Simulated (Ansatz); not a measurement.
One change: `[NH2][Ga]([NH2])[Br]` becomes `[NH2][Ga]([NH2])[NH2]`.

Ansatz, PBE0-D4/def2-TZVP geometries, multiplicity 1. Each molecule was computed in one conformer, which needn't be the lowest.

Scalar relativity is left out up to krypton.

```
                                          property  `[NH2][Ga]([NH2])[Br]`
                 LUMO energy (PBE/def2-TZVPP) / eV                   -1.29
             LUMO energy (ωB97M-V/def2-TZVPP) / eV                    1.29
                HOMO energy (PBE0/def2-TZVPP) / eV                   -7.35
           HOMO–LUMO gap (ωB97M-V/def2-TZVPP) / eV                   11.03
                 HOMO energy (PBE/def2-TZVPP) / eV                   -5.92
size of the dipole moment (ωB97M-V/def2-TZVPP) / D                    2.62
```

(1) Give the same properties after the change, and the shifts. (Best estimate.)

## Answers

(1) Computed: 
```csv
property,`[NH2][Ga]([NH2])[NH2]`,shift
LUMO energy (PBE/def2-TZVPP) / eV,-0.68,0.61
LUMO energy (ωB97M-V/def2-TZVPP) / eV,1.69,0.40
HOMO energy (PBE0/def2-TZVPP) / eV,-6.76,0.59
HOMO–LUMO gap (ωB97M-V/def2-TZVPP) / eV,10.85,-0.18
HOMO energy (PBE/def2-TZVPP) / eV,-5.32,0.60
size of the dipole moment (ωB97M-V/def2-TZVPP) / D,0.63,-1.99
```

The zero-point energy changes by 63.5 kJ/mol with +6 modes. Dipoles are sizes alone; their direction can turn.

Spin–orbit coupling is left out; it splits and shifts lone-pair levels of the heavy atoms by tenths of an eV.
